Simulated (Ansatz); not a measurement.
Ge(vinyl)2(NCO)2 (C6H6GeN2O2), 17 atoms. Hardware: 4 threads of Arm Neoverse N1 on a shared host.

The 6-31G sets use Cartesian d functions.

Question: How many basis functions does each of these Ansatz runs have, and roughly what does it cost? PBE0-D4/def2-SVP, charge 0 singlet, energy, from earlier orbitals; r2SCAN-D4/def2-TZVP, charge 0 triplet at the geometry of the charge 0 singlet, energy, from earlier orbitals; PBE-D4/def2-TZVP, charge 0 triplet at the geometry of the charge 0 singlet, energy, from earlier orbitals; PBE-D4/def2-SVP, charge 0 singlet, energy, from earlier orbitals; B3LYP-D4/def2-TZVP, charge 0 singlet, energy, from earlier orbitals; HF/6-31G, charge 0 singlet, energy; r2SCAN-D4/def2-TZVP, charge 0 singlet, energy, from earlier orbitals; B3LYP-D4/def2-TZVP, charge 1 doublet at the geometry of the charge 0 singlet, energy, from earlier orbitals; PBE-D4/def2-TZVP, charge 1 doublet at the geometry of the charge 0 singlet, energy, from earlier orbitals; PBE0-D4/def2-TZVP, charge 0 singlet, energy, from earlier orbitals; PBE0-D4/def2-TZVP, charge 0 triplet at the geometry of the charge 0 singlet, energy; PBE-D4/def2-TZVP, charge 0 singlet, energy and forces, from earlier orbitals.

Answer: Other jobs shared the machine, so times can vary by a factor of up to 3. A dash marks memory too small to be measured apart from the calling script's.

```tsv
run	functions	fitting or Cholesky vectors	wall time	peak host memory (GiB)
HF/6-31G, charge 0 singlet, energy	131	1618	2.9 s	–
PBE-D4/def2-SVP, charge 0 singlet, energy, from earlier orbitals	202	2277	4.6 s	–
PBE0-D4/def2-SVP, charge 0 singlet, energy, from earlier orbitals	202	2044	8.5 s	0.63
PBE-D4/def2-TZVP, charge 0 singlet, energy and forces, from earlier orbitals	394	2314	14 s	0.83
r2SCAN-D4/def2-TZVP, charge 0 singlet, energy, from earlier orbitals	394	2314	22 s	0.87
PBE-D4/def2-TZVP, charge 0 triplet at the geometry of the charge 0 singlet, energy, from earlier orbitals	394	2314	25 s	0.97
PBE0-D4/def2-TZVP, charge 0 singlet, energy, from earlier orbitals	394	2357	25 s	2.1
B3LYP-D4/def2-TZVP, charge 0 singlet, energy, from earlier orbitals	394	2345	26 s	2.1
r2SCAN-D4/def2-TZVP, charge 0 triplet at the geometry of the charge 0 singlet, energy, from earlier orbitals	394	2314	54 s	1
PBE-D4/def2-TZVP, charge 1 doublet at the geometry of the charge 0 singlet, energy, from earlier orbitals	394	2314	64 s	2.2
PBE0-D4/def2-TZVP, charge 0 triplet at the geometry of the charge 0 singlet, energy	394	2357	73 s	2.2
B3LYP-D4/def2-TZVP, charge 1 doublet at the geometry of the charge 0 singlet, energy, from earlier orbitals	394	2345	5 min	2.4
```
